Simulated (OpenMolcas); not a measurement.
Nb4+ among 4 point charges of -1.5 e arranged as a square (D4h).

```
Program             : OpenMolcas 26.06
Method              : SS-CASPT2, IPEA 0.25 Eh, imaginary shift 0.1 Eh (closed shells correlated: 4s 4p)
Basis               : ANO-RCC-VDZP [6s5p3d1f]
Scalar Hamiltonian  : DKH2, point nucleus
Active space        : 1 electron in 5 orbitals (4d)
State averaging     : 2S+1 = 2 even, 5 roots
Spin-orbit coupling : RASSI with atomic mean-field integrals over the reference wave functions
```

All point charges move together. At R = 1.99 Å the first state of the same spin is 4430 cm-1, and at R = 2.08 Å it is 3750 cm-1.

A third run gives 3220 cm-1. What distance was it run at?

With a power law R^-n the two known points give n = -ln(3750 / 4430) / ln(2.08 / 1.99) = 3.77. Then R = 1.99 × (4430 / 3220)^(1/3.77) = 2.166 Å. The run was at 2.17 Å, so the estimate is off by -0.004 Å.

Free-ion shares, where given, are those of the reference states; single-state CASPT2 does not remix them. This is an electrostatic model: the charges have no orbitals. No measured value stands beside these numbers.
